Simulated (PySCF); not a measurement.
## Two structures, one formula

The two ends of one reaction step of SiH2OF2, singlet (PBE0-D4/def2-TZVP).

A:

Si1  (-0.385, -0.281, -0.066)
F2  (0.644, -1.288, -0.726)
F3  (-1.172, 0.373, -1.275)
H4  (-1.311, -1.005, 0.805)
O5  (0.375, 0.840, 0.812)
H6  (1.025, 1.420, 0.413)
(Å)

B:

```csv
atom,x (Å),y (Å),z (Å)
Si1,-0.0120,-0.8812,-0.8927
F2,1.4381,-0.1385,-1.0080
F3,-0.9812,0.3835,-1.2526
H4,-0.6702,0.6460,1.0828
O5,-0.0489,-0.0929,1.1287
H6,0.8269,0.2971,1.2510
```

Computed with PySCF 2.14 with density fitting (its default auxiliary sets; JK sets also for MP2 and CCSD(T)) (basis: def2-TZVPP); correlated methods freeze the cores. B3LYP uses VWN-RPA correlation.

Question: Which structure is lower at CCSD(T), and by how much? (Judge from chemistry; the value comes from the calculation.)

Answer: By the calculation: A, by 2.329 eV (electronic energy, against the other). By their contacts, A is SiH₂OF₂ ([OH][SiH]([F])[F]) and B is a complex of SiF₂ + H₂O.

All methods give the same order:

```
   method  E(B) − E(A) (eV)
    SPW92             2.052
   PBE-D4             2.009
r2SCAN-D4             2.379
  PBE0-D4             2.230
 B3LYP-D4             2.193
 BHLYP-D4             2.421
  wB97M-V             2.123
       HF             2.676
      MP2             2.448
     CCSD             2.376
  CCSD(T)             2.329
```

No T1 diagnostic of these runs exceeds 0.013.

Labels in which every atom is bracketed show which atoms are joined, not bond orders.

For scale, one of the runs: CCSD(T)/def2-TZVPP, 163 basis functions, launched by `OMP_NUM_THREADS=4 python run.py`. Time: 2.8 min of wall clock on 4 CPU threads of an Arm Neoverse V2; the host was shared. Peak host memory: 1.6 GiB.
